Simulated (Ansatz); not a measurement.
Mulliken charges of `N=[CH][AlH][OH]` from PBE/def2-TZVPP in Ansatz (PBE0-D4/def2-TZVP geometry).

```tsv
atom	x (Å)	y (Å)	z (Å)	charge (e)
N1	-1.246	1.458	0.273	-0.203
C2	0.013	1.299	0.145	-0.181
Al3	0.810	-0.485	-0.132	0.433
O4	-0.411	-1.661	-0.162	-0.372
H5	-1.737	0.561	0.211	0.170
H6	0.599	2.227	0.203	0.093
H7	2.338	-0.858	-0.310	-0.114
H8	-0.273	-2.598	-0.284	0.176
```

Task: By hand: the dipole of these point charges (1 e Å = 4.8032 D).

Result: Σ q r = (0.200, -0.180, -0.038) e Å, of length 0.272 e Å = 1.31 D.

Task: How does the dipole of the full density compare? (Estimate.)

Result: The calculation gave: (0.334, -0.450, -0.082) e Å, 2.72 D; the point charges give 0.48 times that, at 11° from its direction.

Point charges leave out the atoms' own dipoles, such as those of lone pairs, and Mulliken's split depends on the basis, so the two needn't agree.
